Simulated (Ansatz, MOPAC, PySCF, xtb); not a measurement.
Pair of molecules: CH3F (SMILES CF) (first 5 atoms) with CH6Si (SMILES C[SiH3]); geometry from B3LYP-D3(BJ)/def2-TZVP, rigid monomers moved along the line of their centres of mass till F2···Si7 is 2.91 Å.
(charge 0, multiplicity 1):
```xyz
13

C     -0.1471    -0.1337     0.5081
F      1.0017     0.1518     1.2392
H     -0.8590     0.6806     0.6440
H      0.1251    -0.2283    -0.5437
H     -0.5711    -1.0684     0.8757
C     -0.6108    -0.1291     5.7351
Si     0.0495    -0.0075     3.9809
H     -0.5255     0.8292     6.2511
H     -0.0540    -0.8712     6.3106
H     -1.6628    -0.4207     5.7384
H     -0.7271     0.9992     3.2173
H     -0.0851    -1.3174     3.2985
H      1.4759     0.3882     3.9928
```

Counterpoise-corrected where a basis set is named; no monomer relaxation. Rows marked so take none.

Rows in 3-21G, 6-31G* carry no dispersion term and start afresh at each structure (6-31G* with six Cartesian d functions). MP2/6-31G* freezes PySCF's default core. The state that PM6, PM7 reach isn't checked; PM7 holds dispersion and hydrogen-bond terms.

The values were computed with Ansatz (a program for electronic structure); MOPAC for PM6, PM7 (differences of heats of formation); PySCF for 3-21G rows, 6-31G* rows, the dispersion terms; xtb for the GFN methods. Each number belongs to the level named beside it.

```csv
level,interaction energy (kcal/mol)
PM6,2.12
PM7,2.30
GFN1-xTB,-3.96
HF/3-21G (no counterpoise),-3.79
HF/6-31G* (no counterpoise),0.54
B3LYP/def2-TZVPPD,1.50
B3LYP-D4/def2-TZVPPD,…
PBE0-D4/def2-TZVPPD,…
MP2/6-31G*,1.51
```

### Question
Fill in the missing entries.

### Answer

- B3LYP-D4/def2-TZVPPD, interaction energy (kcal/mol): -0.39
- PBE0-D4/def2-TZVPPD, interaction energy (kcal/mol): -0.59
